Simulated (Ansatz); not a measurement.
FHSi (SMILES F[SiH]), charge 0, multiplicity 1, relaxed at each level with Ansatz (a program for electronic structure); harmonic frequencies from differences of analytic forces, average atomic masses, frozen cores.

| level | Si1–H2 (Å) | Si1–F3 (Å) | H2–Si1–F3 (°) | dipole (D) |
|---|---|---|---|---|
| HF/def2-TZVPP | 1.5197 | 1.5874 | 97.1 | 0.99 |
| PBE/def2-TZVPP | 1.5557 | 1.6340 | 96.2 | 0.95 |
| r2SCAN/def2-TZVPP | 1.5411 | 1.6140 | 96.3 | 0.86 |
| B3LYP/def2-TZVPP | 1.5374 | 1.6199 | 96.5 | 1.04 |
| PBE0/def2-TZVPP | 1.5402 | 1.6123 | 96.3 | 0.96 |
| wB97X-V/def2-TZVPP | 1.5333 | 1.6159 | 96.3 | 0.98 |
| MP2/cc-pV(T+d)Z | 1.5230 | 1.6132 | 96.9 | 0.91 |
| CCSD(T)/cc-pV(D+d)Z | 1.5345 | 1.6482 | 97.1 | 1.19 |
| CCSD(T)/cc-pV(T+d)Z | 1.5297 | 1.6109 | 97.1 | 0.92 |

Doubts at one or more of the structures used: a restricted determinant that unrestricted orbitals would lower (MP2/cc-pV(T+d)Z, CCSD(T)/cc-pV(D+d)Z, CCSD(T)/cc-pV(T+d)Z).
